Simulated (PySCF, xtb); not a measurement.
Si(Cl)(OH)2(NH2) (ClH4NO2Si), SMILES O[Si](Cl)(O)N.

GFN2-xTB in xtb 6.7.1 at its own geometry gives an orbital gap of 8.06 eV and a dipole moment of 2.33 D.

Geometry optimised at PBE0-D3(BJ)/def2-SVP. This is a generated structure with no PubChem entry under its InChIKey; it may be hypothetical. Other conformers were not sampled.

**Question.** What does PBE/def2-TZVP run with PySCF give? (The exact figures need the calculation; the answer reports its results.)

**Answer.** gap 6.15 eV (levels -6.53 and -0.38 eV), dipole 1.50 D.
